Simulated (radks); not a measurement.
Values are calculated unless marked as measured or tabulated.
Zr13+, configuration [Ar] 3d7 4s2 (not the ground configuration). Code: a radial shooting solver on a logarithmic mesh with Libxc functionals. Model: scalar-relativistic Kohn-Sham, PBE, spin-unpolarised, spherical densities, point nucleus.

Radial electron density D(r) = 4 pi r^2 rho(r):

| r (bohr) | D(r) (e/bohr) |
|---|---|
| 0.001257 | 1.065 |
| 0.001637 | 1.712 |
| 0.002131 | 2.726 |
| 0.002775 | 4.290 |
| 0.003642 | 6.733 |
| 0.004743 | 10.21 |
| 0.006176 | 15.09 |
| 0.008042 | 21.54 |
| 0.01047 | 29.41 |
| 0.01363 | 37.92 |
| 0.01775 | 45.48 |
| 0.0233 | 49.99 |
| 0.03035 | 49.59 |
| 0.03951 | 45.47 |
| 0.05145 | 42.25 |
| 0.067 | 45.55 |
| 0.08724 | 55.20 |
| 0.1136 | 61.49 |
| 0.1491 | 53.93 |
| 0.1942 | 39.00 |
| 0.2528 | 34.13 |
| 0.3292 | 39.90 |
| 0.4286 | 37.16 |
| 0.5582 | 21.61 |
| 0.7268 | 8.803 |
| 0.954 | 4.048 |
| 1.242 | 1.732 |
| 1.617 | 0.3401 |
| 2.106 | 0.02141 |
| 2.743 | 0.0003167 |

D(r) has 3 maxima, at r = 0.0261, 0.115, 0.359 bohr, and minima at 0.0527, 0.239 bohr, inside which lie 2.04, 11.00 electrons.
